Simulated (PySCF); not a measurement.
Species: C4H7BN2.
InChI=1S/C4H7BN2/c1-2-5-6-3-4-7-5/h1,6-7H,3-4H2

The closed-shell ground state was solved at several levels (PySCF, density fitting, gas phase, non-relativistic). Isolated species at its GFN2-xTB geometry, gas phase.

| level | basis functions | total energy (Eh) | HOMO (eV) | LUMO (eV) | gap (eV) | dipole (D) |
| --- | --- | --- | --- | --- | --- | --- |
| B3LYP/def2-SVPD | 196 | -290.8220 | -5.90 | -0.12 | 5.78 | 1.31 |
| B3LYP/pcJ-1 | 259 | -291.0306 | -5.76 | 0.05 | 5.81 | 1.41 |

Task: Estimate the row for PBE0/pcSseg-1, a basis of 154 functions; the other rows only guide the guess.

Result: Total energy -290.6233 Eh, HOMO -6.01 eV, LUMO 0.23 eV, gap 6.24 eV, dipole 1.43 D.

Task: Over all these levels, which gives the widest orbital gap and which the narrowest?

Result: PBE0/pcSseg-1 (global hybrid, 25 % exact exchange) has the widest, 6.24 eV, and B3LYP/def2-SVPD (global hybrid, 20 % exact exchange) the narrowest, 5.78 eV. Functional and basis both differ between the two, so the spread mixes both effects.

Task: How far do the dipole and the HOMO energy spread over the levels?

Result: The dipole runs from 1.31 to 1.43 D (mean 1.38 D) and the HOMO from -6.01 to -5.76 eV.
